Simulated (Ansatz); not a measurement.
CH6BNO2 can be A, `NB(O)CO`, or B, `OBNCO`.

Isolated molecules relaxed with PBE0-D4/def2-TZVP in Ansatz; ΔE leaves out vibrations. CBS: MP2 limit from def2 TZ/QZ plus the TZ coupled-cluster correction, frozen cores. This one scheme is used for every species. DFT in def2-TZVPP. B3LYP here is the variant with VWN-RPA as its local correlation; programs differ in this. One conformer a species, not always the lowest.

Question: Which is lower in electronic energy at CCSD(T)/CBS, and by how much? (Estimate.)

Answer: Computed: A, by 34.8 kJ/mol.

Question: Give E(B) − E(A) in kJ/mol with PBE0-D4, r2SCAN-D4, ωB97M-V, HF/def2-TZVPP, PBE-D4, CCSD(T)/def2-TZVPP, B3LYP-D4. (Estimate.)

Answer: Computed: PBE0-D4 34.1, r2SCAN-D4 35.0, ωB97M-V 35.0, HF/def2-TZVPP 28.0, PBE-D4 32.0, CCSD(T)/def2-TZVPP 31.2, B3LYP-D4 32.4. None reverses the order clearly.

Largest T1 diagnostic: 0.012.

In def2-TZVPP, CCSD(T) changes the Hartree–Fock value by +3.2 kJ/mol (the triples alone add −0.9 kJ/mol) and MP2 by +3.9 kJ/mol.
